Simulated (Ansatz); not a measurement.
Ideal-gas functions of C2H2N2Sn, SMILES `N#[C][SnH2][C]#N` at 400 K and 1 bar, from an Ansatz frequency run at PBE0-D4/def2-TZVP.

Molar mass 172.76 g/mol, point group C2v (symmetry number 2), electronic degeneracy 1, moments of inertia 111.824, 259.068, 362.549 u Å². Harmonic wavenumbers (cm⁻¹, unscaled): 76, 205, 221, 225, 326, 429, 435, 462, 556, 633, 692, 2023, 2031, 2327, 2329.

Use S(trans) = R[1.5 ln M + 2.5 ln T − 1.1517]; rotational temperatures θ = 24.2544 K / I; S(rot) = R[ln(√π/σ · √(T³/θAθBθC)) + 1.5]; for each mode x = 1.438777 ν̃/T, S = R[x/(eˣ − 1) − ln(1 − e⁻ˣ)] and H = RT x/(eˣ − 1); 1 cm⁻¹ = 0.0119627 kJ/mol; R = 8.31446 J/(mol·K).

**Question.** By hand: the entropy, in J/(mol·K).

**Answer.** Translation 179.2. Rotation: θ = 0.2169, 0.0936, 0.0669 K, giving 113.6. Vibration, mode by mode: 19.12, 11.03, 10.44, 10.30, 7.45, 5.49, 5.39, 4.99, 3.81, 3.06, 2.59, 0.05, 0.05, 0.02, 0.02, in all 83.8. Electronic 0.0. Sum 376.6 J/(mol·K).

**Question.** By hand: H − E and G − E in kJ/mol, counted from the electronic energy.

**Answer.** Zero-point energy ½ × 12970 × 0.0119627 = 77.6; thermal vibration 18.0; translation, rotation and pV give 4 RT = 13.3. H − E = 108.9 kJ/mol, and G − E = 108.9 − 400 × 376.6/1000 = -41.7 kJ/mol.

Vibration gives 22 % of the entropy, 19.1 J/(mol·K) of it from the mode under 150 cm⁻¹: soft modes count most, and the harmonic formula is weakest for them.
